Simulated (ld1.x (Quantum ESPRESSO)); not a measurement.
# germanium (Ge): ultrasoft pseudisation with LDA (PZ), fully relativistic reference atom.

Ge (Z = 32), ultrasoft, made with ld1.x (Quantum ESPRESSO) 7.5 (LDA (PZ), fully relativistic). Core [Ar], reference 3d10 4s1 4p3. Waves: 4s (bound): rcut 1.95, rcutus 2.05 bohr; 4s channel at -0.5 Ry: rcut 1.95, rcutus 2.05 bohr; 4p (bound): rcut 1.20, rcutus 1.65 bohr; 4p channel at 0.05 Ry: rcut 1.20, rcutus 1.65 bohr; 3d (bound): rcut 1.00, rcutus 1.35 bohr; 3d channel at -0.7 Ry: rcut 1.00, rcutus 1.35 bohr. Local part: all-electron potential smoothed inside 1.45 bohr (lloc = -1). Core correction: none. Augmentation charge: PSQ, inside the norm-conserving radii.

Open shells are filled in proportion to 2j + 1 (rel_dist='average').

Poles of the logarithmic derivatives, all-electron (AE) and pseudo (PS). s: poles at 0.7 (AE) and 0.7, 3.1 (PS) Ry. p1/2: poles at 2.0 (AE) and 2.0, 4.2 (PS) Ry. p3/2: poles at 2.1 (AE) and 2.0, 2.7 (PS) Ry. d3/2: poles at -2.3, 4.4 (AE) and -2.3, 4.4 (PS) Ry. d5/2: poles at -2.2, 4.4 (AE) and -2.2, 4.5 (PS) Ry. Test radius 2.26 bohr.

- Cutoffs needed: 60 Ry and 110 Ry (the cutoffs (Ry, on a coarse ladder) from which the occupation-weighted sum of valence levels, in a spherical-Bessel basis at the reference potential, stays within 10 and 1 mRy of its value at 400 Ry)
- Ghost test: no extra level below or beside the all-electron valence levels (s, p1/2, p3/2, d3/2, d5/2, f tested) (spherical-Bessel basis up to 400 Ry, 20 bohr box)
- Configuration tests: test run stopped at test 3 of 7 (negative rho)
- Lowest eigenvalue of the overlap operator: 0.26 (d3/2 channel)
- Density cutoff estimated by the generator: 401 Ry
